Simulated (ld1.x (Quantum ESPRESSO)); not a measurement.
**Before and after: ultrasoft potential for fluorine**

F, ultrasoft, made with ld1.x (Quantum ESPRESSO) 7.5 (LDA (PZ), scalar-relativistic). Core [He], reference 2s1.5 2p5.5. Waves: 2s (bound): rcut 0.70, rcutus 0.85 bohr; 2s channel at 1.2 Ry: rcut 0.70, rcutus 0.85 bohr; 2p (bound): rcut 1.15, rcutus 1.40 bohr; 2p channel at 3.15 Ry: rcut 1.15, rcutus 1.40 bohr. Local part: all-electron potential smoothed inside 1.05 bohr (lloc = -2). Core correction: a·sin(br)/r model core inside 0.45 bohr. Augmentation charge: PSQ, radius 0.75 bohr.

All-electron outer shells of the reference configuration (LDA (PZ), scalar-relativistic, ld1.x):

```csv
shell,level (eV),outermost node (bohr),outermost maximum (bohr)
1s,-659.23,–,0.12
2s,-29.89,0.24,0.77
2p,-11.50,–,0.71
```

Change: waves 2p (bound): rcut 1.15, rcutus 1.66 bohr; 2p channel at 3.15 Ry: rcut 1.15, rcutus 1.66 bohr.

Cutoffs: the cutoffs (Ry, on a coarse ladder) from which the occupation-weighted sum of valence levels, in a spherical-Bessel basis at the reference potential, stays within 10 and 1 mRy of its value at 400 Ry; they do not see the model core or the augmentation charge, which bear on the density cutoff. Errors are all-electron minus pseudo energies relative to the spin-unpolarised reference configuration.

Problem. How do hardness, ghosts and transferability respond?

Solution. The potential gets softer (40 Ry and 70 Ry → 30 Ry and 50 Ry); of the 9 tests that both files solve, the error grows in 2 and shrinks in 4 by more than 15 % and 0.3 meV (median size 6.0 → 2.4 meV); neither file shows a bound ghost. A larger radius leaves more room for a smooth pseudo-wave, so fewer plane waves are needed.

| quantity | base | changed |
| --- | --- | --- |
| cutoff, loose | 40 Ry | 30 Ry |
| cutoff, tight | 70 Ry | 50 Ry |
| loose cutoff by channel (10 mRy a level) | s 21 Ry, p 30 Ry | s 21 Ry, p 25 Ry |
| bound ghosts | none | none |
| error for 2s2 2p5, meV [ΔE -9.19 eV] | +1.9 | +1.4 |
| error for 2s2 2p4, meV [ΔE 10.37 eV] | +6.0 | -0.7 |
| error for 2s2 2p3, meV [ΔE 48.88 eV] | +20 | -25 |
| error for 2s1 2p6, meV [ΔE 9.20 eV] | +1.7 | +1.1 |
| error for 2s2 2p1, meV [ΔE 195.48 eV] | +70 | -249 |
| error for 2s1 2p5, meV [ΔE 29.03 eV] | +2.3 | +2.4 |
| error for 2s2 2p4.5, meV [ΔE -1.56 eV] | +3.0 | +0.8 |
| error for 2s1.5 2p5.5 (spin-polarised), meV [ΔE -0.41 eV] | +14 | +14 |
| error for 2s2 2p5 (spin-polarised), meV [ΔE -9.56 eV] | +16 | +16 |
| lowest overlap eigenvalue by channel | s 0.36, p 0.29 | s 0.36, p 0.87 |
